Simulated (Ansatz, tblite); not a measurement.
Cost and result up the ladder for Sn₂₁SbH₃₀, a doped nanocrystal cut from the lattice of tin (Sb on a surface site) (52 atoms). Total charge 0; doublet. Geometry: PBE-D4/def2-SVP.

Cartesian coordinates in Å:
```
Sn 1.0644 -4.3922 -0.9313
Sn -4.1387 -2.2406 0.7019
Sn 5.3830 -2.8919 -1.4199
Sn 3.1930 -2.2140 2.5546
Sn -0.1001 -0.1333 0.1972
Sn 4.1520 1.4082 -0.3053
Sn -2.2901 -0.2247 4.3855
Sn -5.7539 1.6426 2.4626
Sn -1.6445 3.6394 1.8675
Sn 2.0268 -0.7861 -3.7960
Sn 0.6284 3.4168 -2.5169
Sn -3.6811 1.6383 -1.7918
Sn 3.5196 -3.9888 0.3909
Sn -1.7238 -1.5917 1.9872
Sn 0.2024 -1.9162 -1.9690
Sn -5.2983 0.2408 0.0535
Sn 4.4705 -0.4190 -2.4328
Sn 2.3462 0.2756 1.5395
Sn -1.2087 2.3365 -0.6230
Sn 3.0901 3.8613 -1.2075
Sb -3.5118 2.3189 4.0679
Sn 0.9528 1.6587 -4.7078
H 1.2513 -5.5755 -2.1898
H -0.1248 -5.0025 0.1786
H -3.8299 -3.1627 -0.7374
H -5.2012 -3.1752 1.7104
H 5.6580 -4.0007 -2.7304
H 6.9100 -2.6611 -0.6209
H 1.9993 -2.8217 3.6616
H 4.6837 -2.0606 3.4348
H 5.7067 1.6687 0.4428
H -3.3186 -1.1592 5.4292
H -0.8253 0.1014 5.2633
H -6.8424 0.7362 3.4701
H -6.5176 3.1716 2.1401
H -0.0918 3.8152 2.6654
H -2.2146 5.2860 1.6706
H 2.2910 -1.8634 -5.1426
H 0.0137 4.9474 -3.0926
H -3.4199 0.5891 -3.1546
H -4.5450 3.0281 -2.3794
H 4.1307 -5.5147 0.9723
H -0.8606 -3.0386 2.4493
H -1.3621 -2.0917 -2.7217
H -6.8927 0.0081 -0.6221
H 5.6520 0.2142 -3.5487
H 2.0502 1.3936 2.8446
H 2.8422 4.9214 0.1479
H 4.2149 4.6487 -2.2754
H -4.4090 2.2256 5.5972
H -0.5976 1.3682 -5.4403
H 1.9712 2.3656 -5.9293
```

Ansatz on 11 threads of AMD EPYC 7R13 on a shared host and a whole NVIDIA H100 80GB HBM3; xTB runs through tblite on one thread. Times are rough, summed over both states, and most runs start from the orbitals of an earlier one. PBE0-D4/def2-TZVP serves as the yardstick here, not as an exact answer. The other state is a singlet, and no other spin of it was run.

In the def2 sets Sb, Sn take a core potential; there is no spin–orbit coupling. The xTB rows come from tblite. Single mean-field runs in def2-TZVP are fitted with def2-universal-jkfit.

Raw xTB energies of ions are shifted by several eV, and xTB has no spin-polarisation term.

```json
{"level": "GFN1-xTB", "functions": "258", "wall time": "0.88 s", "vertical IE (eV)": "11.03", "difference from PBE0-D4/def2-TZVP (eV)": "4.95"}
{"level": "GFN2-xTB", "functions": "228", "wall time": "1.9 s", "vertical IE (eV)": "11.22", "difference from PBE0-D4/def2-TZVP (eV)": "5.15"}
{"level": "PBE-D4/def2-TZVP (with forces)", "functions": "1280", "wall time": "19 s", "vertical IE (eV)": "5.98", "difference from PBE0-D4/def2-TZVP (eV)": "-0.10"}
{"level": "BHLYP-D4/def2-TZVP", "functions": "1280", "wall time": "31 s", "vertical IE (eV)": "6.07", "difference from PBE0-D4/def2-TZVP (eV)": "0.00"}
{"level": "PBE0-D4/def2-TZVP (with forces)", "functions": "1280", "wall time": "36 s", "vertical IE (eV)": "6.08", "difference from PBE0-D4/def2-TZVP (eV)": "0.00"}
```
